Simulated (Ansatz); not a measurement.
Start from `[NH2][Zr]([F])([F])[F]` and change one atom or group to get `C[N](C)[Zr]([F])([F])[F]`.

Ansatz, PBE0-D4/def2-TZVP geometries, multiplicity 1. Each molecule was computed in one conformer, which needn't be the lowest.

Elements past krypton have def2 core potentials.

```tsv
property	`[NH2][Zr]([F])([F])[F]`
HOMO–LUMO gap (PBE/def2-TZVPP) / eV	4.79
HOMO–LUMO gap (ωB97M-V/def2-TZVPP) / eV	10.94
HOMO energy (ωB97M-V/def2-TZVPP) / eV	-10.54
HOMO–LUMO gap (PBE0/def2-TZVPP) / eV	7.17
size of the dipole moment (B3LYP/def2-TZVPP) / D	2.50
HOMO–LUMO gap (B3LYP/def2-TZVPP) / eV	6.64
```

What does the change do to each property? (An estimate is asked.)

Computed: 
```json
{"property": "HOMO–LUMO gap (PBE/def2-TZVPP) / eV", "`C[N](C)[Zr]([F])([F])[F]`": "3.99", "shift": "-0.80"}
{"property": "HOMO–LUMO gap (ωB97M-V/def2-TZVPP) / eV", "`C[N](C)[Zr]([F])([F])[F]`": "9.94", "shift": "-1.00"}
{"property": "HOMO energy (ωB97M-V/def2-TZVPP) / eV", "`C[N](C)[Zr]([F])([F])[F]`": "-9.32", "shift": "1.22"}
{"property": "HOMO–LUMO gap (PBE0/def2-TZVPP) / eV", "`C[N](C)[Zr]([F])([F])[F]`": "6.22", "shift": "-0.95"}
{"property": "size of the dipole moment (B3LYP/def2-TZVPP) / D", "`C[N](C)[Zr]([F])([F])[F]`": "2.88", "shift": "0.38"}
{"property": "HOMO–LUMO gap (B3LYP/def2-TZVPP) / eV", "`C[N](C)[Zr]([F])([F])[F]`": "5.76", "shift": "-0.88"}
```

With PBE0 the HOMO rises by 1.11 eV and the LUMO rises by 0.17 eV, so the gap narrows by about 0.94 eV. PBE moves the HOMO by 0.95 eV and ωB97M-V by 1.22 eV. Dipoles are sizes alone; their direction can turn.

B3LYP here is the variant with VWN-RPA as its local correlation; programs differ in this.
